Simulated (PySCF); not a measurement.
## Mayer bond orders and bond lengths

C7H8N2S.
SMILES with atom numbers: `[CH:1]#[C:2][CH2:3][n:4]1[n:5][cH:6][cH:7][c:8]1[S:9][CH3:10]` (hydrogens: H11 on C1; H12, H13 on C3; H14 on C6; H15 on C7; H16, H17, H18 on C10)

Cartesian coordinates in Å at the GFN2-xTB level; atoms count from 1:
```
atom  x, y, z in Å
C1     2.4077    1.7761    1.6784
C2     2.1283    0.6462    1.4029
C3     1.7499   -0.6981    1.0011
N4     0.9276   -0.6679   -0.1813
N5     1.4317   -0.9751   -1.3741
C6     0.4551   -0.7924   -2.2399
C7    -0.7131   -0.3530   -1.6059
C8    -0.3645   -0.2802   -0.2701
S9    -1.2613    0.1681    1.1634
C10   -2.8326    0.6669    0.4073
H11    2.6683    2.7570    1.9433
H12    2.6435   -1.2781    0.7537
H13    1.2009   -1.1839    1.8167
H14    0.6114   -0.9812   -3.2831
H15   -1.6564   -0.1302   -2.0591
H16   -3.2874   -0.1858   -0.0881
H17   -3.4663    1.0103    1.2191
H18   -2.6515    1.4745   -0.2957
```

Bond orders from the PBE0/pcSseg-1 density (PySCF). One conformer (not necessarily the lowest) at the GFN2-xTB geometry, without solvent, vibrations or thermal averaging.

Question: How far do the computed orders between heavy atoms stray from the drawn ones?

Answer: The largest departure is 0.450, at C8–N4 (drawn aromatic, 1.050), counting aromatic bonds as 1.5. Drawn double or triple, more than 0.30 short of the drawn order: C1–C2 (2.601). The bonds drawn aromatic range from 1.05 to 1.55.

Question: Give the Mayer order of every bond between heavy atoms, beside its length.

Answer: 
```
  bond  drawn as  length (Å)  Mayer order
 C1–C2    triple       1.196        2.601
 C2–C3    single       1.453        1.055
 C3–N4    single       1.441        0.928
 N4–N5  aromatic       1.331        1.195
 N5–C6  aromatic       1.318        1.548
 C6–C7  aromatic       1.400        1.348
 C7–C8  aromatic       1.382        1.331
 C8–S9    single       1.749        1.062
S9–C10    single       1.814        1.009
 C8–N4  aromatic       1.352        1.050
```

By pair of heavy elements: C–C: lowest C2–C3 (1.055, 1.453 Å), highest C1–C2 (2.601, 1.196 Å). C–N: lowest C3–N4 (0.928, 1.441 Å), highest N5–C6 (1.548, 1.318 Å). C–S: lowest S9–C10 (1.009, 1.814 Å), highest C8–S9 (1.062, 1.749 Å).

Question: And the bonds to hydrogen?

Answer: C–H: 0.91 to 1.13 (8 bonds).

Question: Sum the orders of all bonds at each heavy atom with more than one neighbour and set the sums beside the valence in the SMILES.

Answer: C1 3.732 (drawn 4), C2 3.656 (drawn 4), C3 3.808 (drawn 4), N4 3.173 (drawn 3), N5 2.743 (drawn 3), C6 3.875 (drawn 4), C7 3.671 (drawn 4), C8 3.443 (drawn 4), S9 2.071 (drawn 2), C10 3.847 (drawn 4). Orders between atoms that aren't bonded are not in these sums.

Mayer orders depend on the basis set.
